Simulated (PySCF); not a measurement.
A PySCF script (with the pyscf-properties extension) for the NMR shieldings of `C=CP1C[C@@H](F)[C@@H]1C`, C$_{6}$H$_{10}$FP, on a GFN2-xTB geometry:

```python
import basis_set_exchange as bse
import numpy as np
from pyscf import gto, dft
from pyscf.prop import nmr

atoms = """
C     2.368877    1.137359    0.050622
C     1.694875    0.105134   -0.432185
P     0.199612    0.186844   -1.469439
C    -0.783047    1.491815   -0.540121
C    -1.217165    0.463490    0.498898
F    -2.515396    0.620088    0.938028
C    -0.987557   -0.787123   -0.349827
C    -0.537783   -2.048481    0.357420
H     3.296159    1.009234    0.586024
H     2.025479    2.152748   -0.059959
H     2.102466   -0.895881   -0.343715
H    -1.633391    1.813145   -1.142631
H    -0.253325    2.366366   -0.170366
H    -0.588276    0.475915    1.395321
H    -1.889877   -0.987332   -0.936990
H    -1.346588   -2.435396    0.975701
H    -0.261962   -2.811819   -0.367841
H     0.318140   -1.849789    0.999404
"""
names = dict.fromkeys(["C", "P", "F", "H"], "pcSseg-1")
basis = {el: gto.basis.parse(bse.get_basis(n, elements=[el], fmt="nwchem")) for el, n in names.items()}
mol = gto.M(atom=atoms, basis=basis, charge=0, verbose=0)
mf = dft.RKS(mol, xc="PBE0")
mf.grids.level = 2
mf.grids.alignment = dft.numint.BLKSIZE   # the property module wants whole blocks of grid points
mf.conv_tol = 1e-9
mf.kernel()

calc = nmr.RKS(mf)   # GIAO
C = mf.mo_coeff
Co = C[:, mf.mo_occ > 0]
resp = mf.gen_response(singlet=True, hermi=2)
def vind(x):   # induced exchange potential for any number of trial vectors
    d = np.einsum("pi,xij,qj->xpq", C, 2 * x.reshape(-1, C.shape[1], Co.shape[1]), Co, optimize=True)
    return np.einsum("xpq,pi,qj->xij", resp(d - d.transpose(0, 2, 1)), C, Co, optimize=True).ravel()
mo1, _ = nmr.rhf.solve_mo1(calc, with_cphf=vind)
sigma = calc.kernel(mo1)
for i, s in enumerate(sigma):   # ppm
    w = np.linalg.eigvalsh((s + s.T) / 2)
    print("%2d %-2s iso %8.1f  s11 %8.1f  s22 %8.1f  s33 %8.1f" % (i, mol.atom_pure_symbol(i), w.mean(), *w))
```

Q: Give the expected output.

A: 
```
 0 C  iso     57.3  s11    -64.6  s22     64.0  s33    172.4
 1 C  iso     39.7  s11    -82.5  s22     35.5  s33    166.2
 2 P  iso    387.7  s11    319.1  s22    383.4  s33    460.5
 3 C  iso    155.3  s11    137.7  s22    149.7  s33    178.5
 4 C  iso     90.5  s11     61.2  s22     77.6  s33    132.7
 5 F  iso    328.4  s11    252.8  s22    354.6  s33    377.9
 6 C  iso    142.4  s11    124.0  s22    139.7  s33    163.6
 7 C  iso    170.8  s11    155.1  s22    170.4  s33    186.7
 8 H  iso     25.5  s11     21.9  s22     24.7  s33     30.0
 9 H  iso     25.8  s11     21.8  s22     24.8  s33     30.9
10 H  iso     24.9  s11     21.8  s22     24.2  s33     28.7
11 H  iso     29.4  s11     26.6  s22     27.1  s33     34.5
12 H  iso     29.3  s11     25.4  s22     27.4  s33     35.3
13 H  iso     26.8  s11     23.8  s22     26.7  s33     30.0
14 H  iso     29.2  s11     25.8  s22     29.3  s33     32.4
15 H  iso     30.0  s11     25.2  s22     27.8  s33     37.0
16 H  iso     30.5  s11     26.2  s22     27.6  s33     37.7
17 H  iso     30.4  s11     25.9  s22     30.5  s33     34.9
```

These numbers come from an equivalent density-fitted implementation of the same equations, which agrees with the script to about 0.01 ppm for H and up to a few tenths of a ppm for heavy atoms, so last digits may differ.

Size and cost of the density-fitted run: 193 basis functions, 35 s wall time on 1 thread of an Arm Neoverse V2, shared host.
